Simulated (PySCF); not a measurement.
An unknown shows these calculated signals:

¹H NMR (500 MHz, computed): δ 6.84 (br s, 1H), 6.32 (br s, 1H), 6.00 (m, 1H), 4.36 (s, 3H), 3.55 (m, 3H), 3.52 (m, 1H), 3.49 (m, 1H).

¹³C{¹H} NMR (computed): δ 156.1 (C), 153.4 (CH2).

[PySCF: NMR shieldings at PBE0/pcSseg-1/GIAO; coordinates at the GFN2-xTB level; single conformer; gas phase; one averaged value for each set of equivalent atoms; relativity neglected]

Chemical shifts δ = σref − σ; TMS for ¹H and ¹³C, all at this level.

**Question.** Which of these does the molecule contain: an amide, a tert-butyl group, a C≡C triple bond, a Si–H bond, a non-aromatic C=C double bond?

**Answer.** 
- An amide: no.
- A tert-butyl group: no.
- A C≡C triple bond: no.
- A Si–H bond: yes (δH 4.36 (s)).
- A non-aromatic C=C double bond: yes.

The data belong to `C=C([SiH3])[Si@H](Cl)[SiH2][SiH3]`, C2H11ClSi4; they needn't prove each group on their own.

Carbon signals by region: 2 in the sp2 and nitrile region (100–160 ppm).

Shifts are as computed. Against solution values, carbons near 30 ppm lie about +3 ppm off and those near 130 ppm about +5 ppm. Of 1309 compounds with measured shifts, 239 miss one by over three times the rms of a fit or turn the order of signals round; such compounds aren't used in these exercises. No couplings were computed; multiplicities are counted from neighbouring protons, with m where these are inequivalent, close in shift, in a saturated or five-membered ring or joined by F or P, and br s for small geminal =CH2 splittings.
